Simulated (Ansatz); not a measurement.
Job for Ansatz (an electronic-structure program): U-wB97X-V/def2-TZVPP on AlFHI (SMILES [F][AlH][I]), a point of a bond scan (R = 3.118 Å). Elements past Kr take the def2 small-core potentials; no spin–orbit coupling.

Ansatz 0.2 input:
```yaml
crystal:
  periodic: [false, false, false]
  atoms:
    - {symbol: Al, position_ang: [-0.15957705, -0.93431310, -1.31851792]}
    - {symbol: F, position_ang: [-1.73146193, -1.33495906, -1.60854745]}
    - {symbol: H, position_ang: [2.05621051, -1.98742818, -3.24347238]}
    - {symbol: I, position_ang: [0.31527061, 0.48342589, 0.63959727]}
basis:
  gaussian:
    orbitals: def2-TZVPP
hamiltonian:
  xc: {name: wB97X-V}
magnetization: {spin_polarized: true, initial_magnetization: 0}
```

Output:

```
WARN ansatz: RAYON_NUM_THREADS=1 ignored (pool sized by the plan → 1); use --threads N
Functional definition: wB97X-V
integrals: 0.07 GiB planned
892 factors; their error is unknown
integrals: 0.11 GiB planned
183 factors; integrals over basis functions are off by at most 7.2e-5 eV
mean field: 0.89 GiB planned
mean field evaluation 1: about -17426.8441 eV, gradient 2.7e1 eV
mean field evaluation 2: about -17426.2315 eV, gradient 3.5e1 eV
mean field evaluation 4: about -17429.5697 eV, gradient 9.0e-1 eV
mean field evaluation 8: about -17429.7721 eV, gradient 9.9e-2 eV
mean field evaluation 16: about -17429.7721 eV, gradient 6.1e-5 eV
mean field evaluation 32: about -17430.0591 eV, gradient 1.5e-1 eV
mean field -17430.25518512 eV, -640.5500634020 hartree, gradient 2.0e-5 eV, S^2 0.756001; 3 other end points of the search recorded, 0 dependent functions left out
reference -17430.25518412 eV, -640.5500633650 hartree; 24, 24 occupied and 113, 113 virtual orbitals, 892 factors
Total energy: -17430.25518412 eV, -640.5500633650 hartree
```

The run converged. Its determinant has ⟨S²⟩ = 0.76, a mixture of spin states.

Cost: around 50 core-seconds (rough).
